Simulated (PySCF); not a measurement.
**C3H11N2OSi: g tensor and hyperfine couplings**

Compound: C3H11N2OSi (doublet state).
Numbering: `[CH2:1][C@@H:2]([CH3:3])[O:4][SiH:5]([NH2:6])[NH2:7]` (hydrogens: H8, H9 on C1; H10 on C2; H11, H12, H13 on C3; H14 on Si5; H15, H16 on N6; H17, H18 on N7)

Structure used (GFN2-xTB), in Å, numbered top down from 1:
```
atom  x, y, z in Å
C1     1.7203    1.4927    0.8265
C2     1.1311    0.4419   -0.0177
C3     2.1066   -0.7369   -0.2246
O4    -0.0576   -0.0231    0.5510
Si5   -1.3563   -0.5779   -0.2451
N6    -1.8992    0.6497   -1.3401
N7    -2.3343   -1.0966    1.0703
H8     2.6400    1.9581    0.5348
H9     1.2552    1.7594    1.7528
H10    0.9182    0.8520   -1.0239
H11    1.6525   -1.4658   -0.8893
H12    2.3056   -1.2084    0.7336
H13    3.0383   -0.3809   -0.6537
H14   -1.1054   -1.7234   -1.1202
H15   -1.9000    1.6099   -1.0323
H16   -2.7111    0.4738   -1.9069
H17   -2.0840   -0.8427    2.0098
H18   -3.3287   -1.1755    0.9631
```

The hyperfine couplings belong to this conformer and change with its torsions.

Computed, not measured: UKS B3LYP, pcH-1 on C H N O Si, non-relativistic, mean-field spin-orbit, GIAO in PySCF 2.14.0. Geometry: GFN2-xTB, one conformer, isolated molecule. A GFN2-xTB geometry isn't a minimum of the functional, and hyperfine couplings can be far from their values at a DFT geometry. Stability of the SCF solution: not tested.

```
g1, g2, g3                      : 2.00217, 2.00274, 2.00279
g_iso                           : 2.00257
Form of g                       : close to axial: the two nearest values differ by 9 % of g3 − g1
⟨S²⟩                            : 0.7536 (exact 0.7500)
α and β electrons               : 33, 32
HOMO–LUMO gap, α and β orbitals : 6.57, 5.04 eV
```

Isotropic coupling and dipolar principal values T1 to T3, in G (MHz turned into gauss with g_iso; 10 G = 1 mT):

| atom | isotope | a_iso | of which spin–orbit | T1 | T2 | T3 | Mulliken spin population |
| --- | --- | --- | --- | --- | --- | --- | --- |
| C1 | 13C | 31.2 | 0.0 | -29.0 | -28.8 | 57.8 | 1.08 |
| C2 | 13C | -13.0 | 0.0 | -0.8 | 0.2 | 0.6 | -0.08 |
| C3 | 13C | 26.1 | 0.0 | -1.8 | -1.7 | 3.5 | 0.04 |
| O4 | 17O | 0.5 | 0.0 | -0.5 | 0.2 | 0.3 | 0.00 |
| Si5 | 29Si | 0.5 | 0.0 | -0.1 | 0.0 | 0.1 | 0.00 |
| N6 | 14N | 0.1 | 0.0 | -0.1 | 0.0 | 0.1 | 0.00 |
| N7 | 14N | 0.0 | 0.0 | 0.0 | 0.0 | 0.0 | 0.00 |
| H8 | 1H | -22.3 | 0.0 | -14.0 | 0.0 | 14.1 | -0.05 |
| H9 | 1H | -23.3 | 0.0 | -14.2 | 0.1 | 14.0 | -0.05 |
| H10 | 1H | 40.8 | 0.0 | -2.0 | -1.3 | 3.4 | 0.04 |
| H11 | 1H | 4.5 | 0.0 | -1.2 | -0.6 | 1.8 | 0.01 |
| H12 | 1H | -1.4 | 0.0 | -2.0 | -0.8 | 2.7 | 0.00 |
| H13 | 1H | -0.9 | 0.0 | -1.7 | -1.0 | 2.6 | 0.00 |
| H14 | 1H | 0.1 | 0.0 | -0.3 | -0.3 | 0.5 | 0.00 |
| H15 | 1H | 0.0 | 0.0 | -0.5 | -0.4 | 0.8 | 0.00 |
| H16 | 1H | 0.0 | 0.0 | -0.2 | -0.2 | 0.4 | 0.00 |
| H17 | 1H | 0.0 | 0.0 | -0.3 | -0.2 | 0.5 | 0.00 |
| H18 | 1H | 0.0 | 0.0 | -0.1 | -0.1 | 0.3 | 0.00 |

The largest Mulliken spin populations are on C1 (+1.08) and C2 (-0.08). No atom but C1 exceeds +0.15. The positive populations add up to 1.18 and the negative ones to -0.18, together 2S = 1. The angles at C1 add up to 359.9°, so it is planar; its axial dipolar tensor and the negative couplings of its protons fit spin in a p orbital normal to that plane.

Axes: g2 points within 1° of the C1–C2 bond.

Under fast tumbling the dipolar parts average out, and these isotropic splittings remain: 1 × 1H (H10, I = 1/2, 2 lines) with 4.08 mT, 2 × 1H (H8/H9, I = 1/2, 3 lines) with 2.28 mT and 3 × 1H (H11/H12/H13, I = 1/2, 4 lines) with 0.07 mT.

Nuclei that the bonding pattern makes equivalent are averaged, as if the motion that swaps them (rotation, inversion, ring flip) were fast. H17 and H18 aren't averaged: N7 is flat or nearly so (angle sum 352°), and its turn about the short N7–Si5 bond (1.72 Å) is taken as slow. The three 1H nuclei of mean +2.1 MHz run from -3.8 to 12.5 MHz in the frozen geometry.

The 13C coupling of C1 (87.5 MHz) shows only in satellite lines or after enrichment, since that isotope makes up about 1.07 % of natural carbon.

β density exceeds α density at some nuclei, such as C2 (-0.0325), H8/H9 (-0.0143) and O4 (-0.0023), spin density in bohr⁻³. In a single determinant that takes different orbitals for the two spins, that is spin polarisation.
